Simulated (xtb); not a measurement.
Input for xtb: GFN-FF on C2H3N (SMILES CC#N).

```
$ xtb mol.xyz --gfnff --sp --chrg 0 --uhf 0
6

C     -0.20969189     0.42775574     4.86402029
C     -0.02030669     0.22427232     3.43915778
N      0.12916952     0.06362573     2.31424087
H     -1.22221563     0.14162215     5.14890445
H      0.50163771    -0.17950037     5.42391911
H     -0.05395055     1.47740773     5.11344393
```

The log:

```
[...]
           -------------------------------------------------
          |                Calculation Setup                |
           -------------------------------------------------



          ==================== Thresholds ====================
          CN  :   150.00000
          rep :   500.00000
          disp:  2500.00000
          HB1 :   250.00000
          HB2 :   450.00000

          Pauling EN used:
          Z : 1  EN :  2.20
          Z : 6  EN :  2.55
          Z : 7  EN :  3.04
          electric field strengths (au): 0.000

           -------------------------------------------------
          |           Force Field Initialization            |
           -------------------------------------------------

          distances ...
          ----------------------------------------
          generating topology and atomic info file ...
          pair mat ...
          computing topology distances matrix with Floyd-Warshall algo ...
          making topology EEQ charges ...
          #fragments for EEQ constrain: 1
          ----------------------------------------
          generating topology and atomic info file ...
          pair mat ...
          computing topology distances matrix with Floyd-Warshall algo ...
          making topology EEQ charges ...
          #fragments for EEQ constrain: 1
          rings ...
          # BATM   6
          # H in HB   3
          doing iterative Hueckel for 1 subsystem(s) ...

  atom   neighbors  erfCN metchar sp-hybrid imet pi  qest     coordinates
    1  C       4    3.49   0.00         3    0    0  -0.055   -0.396260    0.808341    9.191666
    2  C       2    1.92   0.00         1    0    1   0.086   -0.038374    0.423813    6.499066
    3  N       1    0.98   0.00         1    0    1  -0.262    0.244095    0.120235    4.373281
    4  H       1    0.97   0.00         0    0    0   0.077   -2.309653    0.267627    9.730019
    5  H       1    0.97   0.00         0    0    0   0.077    0.947958   -0.339207   10.249722
    6  H       1    0.97   0.00         0    0    0   0.077   -0.101952    2.791896    9.663009

          #atoms :   6
          #bonds :   5
          #angl  :   7
          #tors  :   0
          #nmol  :   1
          #optfrag :   1
           -------------------------------------------------
          |                   G F N - F F                   |
          |          A general generic force-field          |
          |                  Version 1.0.3                  |
           -------------------------------------------------
          Number of HB bonds (bound hydrogen)     18
          Number of HB bonds (unbound hydrogen)   0
          Number of XB bonds                      0

 E+G (total)                   0 d,  0 h,  0 min,  0.000 sec
 distance/D3 list               ...        0 min,  0.000 sec (  0.622%)
 non bonded repulsion           ...        0 min,  0.000 sec ( 24.033%)
 dCN                            ...        0 min,  0.000 sec (  3.273%)
 EEQ energy and q               ...        0 min,  0.000 sec ( 20.112%)
 D3                             ...        0 min,  0.000 sec ( 12.149%)
 EEQ gradient                   ...        0 min,  0.000 sec (  3.675%)
 bonds                          ...        0 min,  0.000 sec (  5.929%)
 bend and torsion               ...        0 min,  0.000 sec (  6.175%)
 bonded ATM                     ...        0 min,  0.000 sec (  3.759%)
 HB/XB (incl list setup)        ...        0 min,  0.000 sec ( 13.572%)

         :::::::::::::::::::::::::::::::::::::::::::::::::::::
         ::                     SUMMARY                     ::
         :::::::::::::::::::::::::::::::::::::::::::::::::::::
Note: The following floating-point exceptions are signalling: IEEE_UNDERFLOW_FLAG IEEE_DENORMAL
normal termination of xtb
         :: total energy              -1.152326606487 Eh    ::
         :: gradient norm              0.065301335979 Eh/a0 ::
         ::.................................................::
         :: bond energy               -1.185440671605 Eh    ::
         :: angle energy               0.000013773154 Eh    ::
         :: torsion energy             0.000000000000 Eh    ::
         :: repulsion energy           0.062327905233 Eh    ::
         :: electrostat energy        -0.027800907709 Eh    ::
         :: dispersion energy         -0.001504361405 Eh    ::
         :: HB energy                  0.000000000000 Eh    ::
         :: XB energy                  0.000000000000 Eh    ::
         :: bonded atm energy          0.000077655846 Eh    ::
         :: external energy            0.000000000000 Eh    ::
         :: add. restraining           0.000000000000 Eh    ::
         :: total charge              -0.000000000000 e     ::
         :::::::::::::::::::::::::::::::::::::::::::::::::::::

           -------------------------------------------------
          |                Property Printout                |
           -------------------------------------------------

molecular dipole:
                 x           y           z       tot (Debye)
 q only:       -0.181       0.194       1.361       3.524

           -------------------------------------------------
          | TOTAL ENERGY               -1.152326606487 Eh   |
          | GRADIENT NORM               0.065301335979 Eh/α |
           -------------------------------------------------
########################################################################
[WARNING] Runtime exception occurred
-1- gfnff_setup: Could not read topology file.
########################################################################

------------------------------------------------------------------------
------------------------------------------------------------------------
 total:
 SCF:
```

The run finished.

Cost: around 0.04 core-seconds (rough).
